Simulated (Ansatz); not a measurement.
System: sum formula SiBr2Cl (charge 0, doublet). It need not be the lowest isomer of its formula. 
Geometry from a B3LYP-D3(BJ)/def2-TZVP (Ansatz, a program for electronic structure) optimisation:
```xyz
4

Si     0.0118    -0.6722     0.3074
Cl    -0.3627    -1.9222    -1.2875
Br    -1.7139     0.7202     0.5806
Br     1.8853     0.4823    -0.0782
```
Charge 0, spin multiplicity 2.

Parts of the frozen-core correlation energy in STO-3G (Ansatz, hartree). Frozen orbitals: 38; correlated occupied orbitals by spin: 13 and 12; virtual: 3 and 4. Open shells are spin-unrestricted. No spin-orbit coupling. Non-relativistic.

```csv
term,value
reference (HF),-5829.63140
MP2 opposite-spin,-0.03353
MP2 same-spin,-0.00686
CCSD correlation,-0.05180
(T),-0.00183
T1 diagnostic,0.010
largest doubles amplitude,0.046
<S^2> of the reference,0.755
```
